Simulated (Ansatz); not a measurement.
Cost and result for the atomization energy of C₃H₆ClIn (`C=[CH][In]([CH3])[Cl]`) (11 atoms, 10 bonds).

Z-matrix (Å, degrees):
```
C
In 1 2.131
H 1 1.091 2 108.7
H 1 1.091 2 108.7 3 -117.6
H 1 1.089 2 112.0 3 121.2
C 2 2.118 1 140.7 3 -121.3
Cl 2 2.370 1 111.4 3 58.7
C 6 1.330 2 120.2 1 180.0
H 6 1.088 2 120.8 1 -0.0
H 8 1.087 6 121.9 2 -0.0
H 8 1.089 6 121.8 2 180.0
```

Charge 0, multiplicity 1. Correlated methods include outer-core shells of In, which these sets cover unevenly. In takes the def2 core potential. The geometry is a stationary point of PBE0-D4/def2-TZVP. It is one conformer, not always the lowest. Program: Ansatz. All runs use 4 threads of an AMD EPYC 9R45 on a shared host. Times are those of one run each, without the atoms' runs, and a repeat can differ threefold. Electronic energies, without spin–orbit coupling; frozen cores. CCSD(T)/CBS adds CCSD(T) − MP2 in def2-TZVPP to the MP2 limit, and its time is that of the two runs behind it. T1 = 0.012. With those shells the extrapolation isn't a true limit.

CCSD(T)/CBS is a level of theory with its own doubt, some kJ/mol a heavy atom from the limit and from the frozen cores, so smaller differences don't rank the functionals.

```json
{"level": "LDA (SPW92)/def2-TZVPP", "functions": "269", "wall time": "0.7 s", "atomization (kJ/mol)": "4504.6", "difference from CCSD(T)/CBS": "522.4", "per bond": "52.2"}
{"level": "BLYP-D4/def2-TZVPP", "functions": "269", "wall time": "1.1 s", "atomization (kJ/mol)": "3930.4", "difference from CCSD(T)/CBS": "-51.8", "per bond": "-5.2"}
{"level": "PBE-D4/def2-TZVPP (with forces)", "functions": "269", "wall time": "1.4 s", "atomization (kJ/mol)": "4038.6", "difference from CCSD(T)/CBS": "56.4", "per bond": "5.6"}
{"level": "PBE0-D4/def2-TZVPP", "functions": "269", "wall time": "1.5 s", "atomization (kJ/mol)": "3987.9", "difference from CCSD(T)/CBS": "5.7", "per bond": "0.6"}
{"level": "BHLYP-D4/def2-TZVPP", "functions": "269", "wall time": "1.6 s", "atomization (kJ/mol)": "3863.3", "difference from CCSD(T)/CBS": "-118.9", "per bond": "-11.9"}
{"level": "r2SCANh-D4/def2-TZVPP", "functions": "269", "wall time": "2.1 s", "atomization (kJ/mol)": "3964.1", "difference from CCSD(T)/CBS": "-18.1", "per bond": "-1.8"}
{"level": "PBE-QIDH/def2-TZVPP", "functions": "269", "wall time": "2.6 s", "atomization (kJ/mol)": "3967.5", "difference from CCSD(T)/CBS": "-14.7", "per bond": "-1.5"}
{"level": "B2PLYP/def2-TZVPP", "functions": "269", "wall time": "2.9 s", "atomization (kJ/mol)": "3920.8", "difference from CCSD(T)/CBS": "-61.4", "per bond": "-6.1"}
{"level": "CCSD(T)/def2-SVP", "functions": "116", "wall time": "3 s", "atomization (kJ/mol)": "3778.9", "difference from CCSD(T)/CBS": "-203.3", "per bond": "-20.3"}
{"level": "B97M-V/def2-TZVPP", "functions": "269", "wall time": "3.3 s", "atomization (kJ/mol)": "3981.7", "difference from CCSD(T)/CBS": "-0.5", "per bond": "-0.1"}
{"level": "MP2/def2-QZVPP", "functions": "503", "wall time": "9 s", "atomization (kJ/mol)": "3995.2", "difference from CCSD(T)/CBS": "13.0", "per bond": "1.3"}
{"level": "CCSD(T)/def2-TZVPP", "functions": "269", "wall time": "85 s", "atomization (kJ/mol)": "3888.0", "difference from CCSD(T)/CBS": "-94.2", "per bond": "-9.4"}
{"level": "CCSD(T)/CBS(def2)", "functions": "–", "wall time": "94 s", "atomization (kJ/mol)": "3982.2", "difference from CCSD(T)/CBS": "0.0", "per bond": "0.0"}
```

From r2SCAN to r2SCAN0 (25 % exact exchange), in def2-TZVPP and without D4, the atomization energy moves by −48.3 kJ/mol: exact exchange takes away binding that semilocal exchange gives to molecules. The D4 term adds +37.2 kJ/mol with B3LYP and +19.8 kJ/mol with PBE0; it sums over pairs of atoms, weighted by their polarisabilities, and B3LYP, whose exchange is more repulsive, gets the larger term. At CCSD(T), def2-SVP lies −203.3 kJ/mol from the extrapolated value and def2-TZVPP −94.1 kJ/mol: correlation converges slowly with the basis, and small sets miss more of it in the bonded molecule than in its fragments.

B3LYP here is the variant with VWN-RPA as its local correlation; programs differ in this.

Spin–orbit coupling would lower the free In atoms strongly, and the atomization energy with them, by more than many differences here.
